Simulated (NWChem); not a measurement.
Program: NWChem. System: Ge, charge 0, spin multiplicity 3. Its SCF solution wasn't tested for a lower state. Level: UHF/def2-TZVPD.

The NWChem input:

```
start mol
memory heap 200 mb stack 900 mb global 1100 mb
geometry units angstroms nocenter noautoz
  Ge     0.000000     0.000000     0.000000
  symmetry group D2h
end
basis spherical
  * library def2-tzvpd
end
scf
  uhf
  nopen 2
  maxiter 100
  thresh 1e-7
  semidirect memsize 60000000 filesize 0
  # guess.movecs holds the orbitals of an unrestricted PBE0 run
  vectors input guess.movecs output mol.movecs
end
task scf energy
```

Part of the output:

```
             Northwest Computational Chemistry Package (NWChem) 7.3.0
             --------------------------------------------------------

                                NWChem Input Module
                                -------------------

 Scaling coordinates for geometry "geometry" by  1.889725989
 (inverse scale =  0.529177249)

                             Geometry "geometry" -> ""
                             -------------------------

 Output coordinates in angstroms (scale by  1.889725989 to convert to a.u.)

  No.       Tag          Charge          X              Y              Z
 ---- ---------------- ---------- -------------- -------------- --------------
    1 Ge                  32.0000     0.00000000     0.00000000     0.00000000

 Effective nuclear repulsion energy (a.u.)       0.0000000000

            Nuclear Dipole moment (a.u.)
            ----------------------------
        X                 Y               Z
 ---------------- ---------------- ----------------
     0.0000000000     0.0000000000     0.0000000000

      Symmetry information
      --------------------

 Group name             D2h
 Group number             26
 Group order               8
 No. of unique centers     1

      Symmetry unique atoms

     1


 Summary of "ao basis" -> "" (spherical)
 ------------------------------------------------------------------------------
       Tag                 Description            Shells   Functions and Types
 ---------------- ------------------------------  ------  ---------------------
 *                         def2-tzvpd                 on all atoms

 Summary of "ao basis" -> "ao basis" (spherical)
 ------------------------------------------------------------------------------
       Tag                 Description            Shells   Functions and Types
 ---------------- ------------------------------  ------  ---------------------
 Ge                        def2-tzvpd               18       54   7s5p5d1f

                                 NWChem SCF Module
                                 -----------------

  ao basis        = "ao basis"
  functions       =    54
  atoms           =     1
  alpha electrons =    17
  beta  electrons =    15
  charge          =   0.00
  wavefunction    = UHF
  use symmetry    = T
  symmetry adapt  = T

 Summary of "ao basis" -> "ao basis" (spherical)
 ------------------------------------------------------------------------------
       Tag                 Description            Shells   Functions and Types
 ---------------- ------------------------------  ------  ---------------------
 Ge                        def2-tzvpd               18       54   7s5p5d1f

      Symmetry analysis of basis
      --------------------------

        ag         17
        au          1
        b1g         5
        b1u         7
        b2g         5
        b2u         7
        b3g         5
        b3u         7

 Forming initial guess at       0.1s

   Symmetry analysis of molecular orbitals - initial alpha
   -------------------------------------------------------

  Numbering of irreducible representations:

     1 ag          2 au          3 b1g         4 b1u         5 b2g
     6 b2u         7 b3g         8 b3u

  Orbital symmetries:

     1 ag          2 ag          3 b2u         4 b1u         5 b3u
     6 ag          7 b2u         8 b1u         9 b3u        10 ag
    11 b3g        12 b1g        13 b2g        14 ag         15 ag
    16 b3u        17 b1u        18 b2u        19 ag         20 ag
[...]
  ----- ------------  ---------------      ----- ------------  ---------------
    20      0.623963  1 Ge px                17      0.502609  1 Ge px
    11     -0.203415  1 Ge px

 Vector   18  Occ=0.000000D+00  E=-1.288315D-03  Symmetry=b2u
              MO Center=  5.3D-18, -1.2D-18,  1.9D-21, r^2= 3.1D+00
   Bfn.  Coefficient  Atom+Function         Bfn.  Coefficient  Atom+Function
  ----- ------------  ---------------      ----- ------------  ---------------
    21      0.769261  1 Ge py                18      0.329704  1 Ge py
    12     -0.171235  1 Ge py

 Vector   19  Occ=0.000000D+00  E= 8.766860D-02  Symmetry=ag
              MO Center= -1.8D-20,  5.3D-18,  1.6D-17, r^2= 9.6D+00
   Bfn.  Coefficient  Atom+Function         Bfn.  Coefficient  Atom+Function
  ----- ------------  ---------------      ----- ------------  ---------------
     7      2.227173  1 Ge s                  6     -1.892448  1 Ge s

 Vector   20  Occ=0.000000D+00  E= 1.478744D-01  Symmetry=b2g
              MO Center=  8.4D-15,  7.8D-17, -1.6D-14, r^2= 9.4D+00
   Bfn.  Coefficient  Atom+Function         Bfn.  Coefficient  Atom+Function
  ----- ------------  ---------------      ----- ------------  ---------------
    46      1.128375  1 Ge d  1              41     -0.237159  1 Ge d  1
    36      0.177194  1 Ge d  1

                     UHF Final Beta Molecular Orbital Analysis
                     -----------------------------------------

 Vector   13  Occ=1.000000D+00  E=-1.622990D+00  Symmetry=ag
              MO Center= -2.8D-17,  3.2D-17,  6.6D-18, r^2= 1.8D-01
   Bfn.  Coefficient  Atom+Function         Bfn.  Coefficient  Atom+Function
  ----- ------------  ---------------      ----- ------------  ---------------
    25      0.787830  1 Ge d  0              27     -0.454854  1 Ge d  2
    30      0.169981  1 Ge d  0

 Vector   14  Occ=1.000000D+00  E=-1.622990D+00  Symmetry=b2g
              MO Center= -2.2D-17,  1.1D-17, -2.4D-16, r^2= 1.8D-01
   Bfn.  Coefficient  Atom+Function         Bfn.  Coefficient  Atom+Function
  ----- ------------  ---------------      ----- ------------  ---------------
    26      0.909707  1 Ge d  1              31      0.196277  1 Ge d  1

 Vector   15  Occ=1.000000D+00  E=-4.774485D-01  Symmetry=ag
              MO Center=  1.7D-17,  2.4D-17,  1.4D-17, r^2= 1.6D+00
   Bfn.  Coefficient  Atom+Function         Bfn.  Coefficient  Atom+Function
  ----- ------------  ---------------      ----- ------------  ---------------
     5      0.665445  1 Ge s                  6      0.504667  1 Ge s
     4     -0.336814  1 Ge s                  3     -0.236018  1 Ge s

 Vector   16  Occ=0.000000D+00  E= 2.353984D-02  Symmetry=b2u
              MO Center= -9.9D-20,  2.1D-19,  2.8D-20, r^2= 3.2D+00
   Bfn.  Coefficient  Atom+Function         Bfn.  Coefficient  Atom+Function
  ----- ------------  ---------------      ----- ------------  ---------------
    21      0.783187  1 Ge py                18      0.310907  1 Ge py
    12     -0.169462  1 Ge py

 Vector   17  Occ=0.000000D+00  E= 6.918185D-02  Symmetry=b3u
              MO Center= -2.4D-17,  4.2D-15,  6.4D-17, r^2= 3.3D+00
   Bfn.  Coefficient  Atom+Function         Bfn.  Coefficient  Atom+Function
  ----- ------------  ---------------      ----- ------------  ---------------
    20      0.817045  1 Ge px                17      0.265950  1 Ge px
    11     -0.163819  1 Ge px

 Vector   18  Occ=0.000000D+00  E= 6.918185D-02  Symmetry=b1u
              MO Center=  2.9D-17,  1.2D-17, -5.1D-18, r^2= 3.3D+00
   Bfn.  Coefficient  Atom+Function         Bfn.  Coefficient  Atom+Function
  ----- ------------  ---------------      ----- ------------  ---------------
    22      0.817045  1 Ge pz                19      0.265950  1 Ge pz
    13     -0.163819  1 Ge pz

 center of mass
 --------------
 x =   0.00000000 y =   0.00000000 z =   0.00000000

 moments of inertia (a.u.)
 ------------------
           0.000000000000           0.000000000000           0.000000000000
           0.000000000000           0.000000000000           0.000000000000
           0.000000000000           0.000000000000           0.000000000000

  Mulliken analysis of the total density
  --------------------------------------

    Atom       Charge   Shell Charges
 -----------   ------   -------------------------------------------------------
    1 Ge  32    32.00   2.00  2.00  1.18  0.78  1.05  0.97  0.02  5.98  4.41  1.58  0.87  1.15  8.92  1.09 -0.03  0.03 -0.00  0.00

  Mulliken analysis of the alpha density
  --------------------------------------

    Atom       Charge   Shell Charges
 -----------   ------   -------------------------------------------------------
    1 Ge  32    17.00   1.00  1.00  0.59  0.39  0.51  0.51 -0.00  2.99  2.22  0.78  0.85  1.16  4.45  0.55 -0.01  0.01 -0.00  0.00

   Mulliken analysis of the beta density
   -------------------------------------

    Atom       Charge   Shell Charges
 -----------   ------   -------------------------------------------------------
    1 Ge  32    15.00   1.00  1.00  0.59  0.39  0.54  0.46  0.02  2.99  2.19  0.81  0.02 -0.00  4.47  0.54 -0.02  0.01 -0.00  0.00

   Mulliken analysis of the spin density
   -------------------------------------

    Atom       Charge   Shell Charges
 -----------   ------   -------------------------------------------------------
    1 Ge  32     2.00  -0.00 -0.00 -0.00 -0.00 -0.03  0.05 -0.02  0.00  0.04 -0.03  0.83  1.16 -0.02  0.01  0.01  0.00  0.00  0.00

       Multipole analysis of the density wrt the origin
       ------------------------------------------------

     L   x y z        total         alpha         beta         nuclear
     -   - - -        -----         -----         ----         -------
     0   0 0 0     -0.000000    -17.000000    -15.000000     32.000000

     1   1 0 0     -0.000000     -0.000000      0.000000      0.000000
     1   0 1 0      0.000000      0.000000     -0.000000      0.000000
     1   0 0 1      0.000000      0.000000      0.000000      0.000000

     2   2 0 0    -14.967044    -11.368734     -3.598309      0.000000
     2   1 1 0      0.000000      0.000000      0.000000      0.000000
     2   1 0 1     -0.000000     -0.000000      0.000000      0.000000
     2   0 2 0    -11.163663     -7.260755     -3.902909      0.000000
     2   0 1 1      0.000000     -0.000000      0.000000      0.000000
     2   0 0 2    -14.967044    -11.368734     -3.598309      0.000000

 Task  times  cpu:        1.3s     wall:        1.3s

 Total times  cpu:        1.4s     wall:        1.4s
```
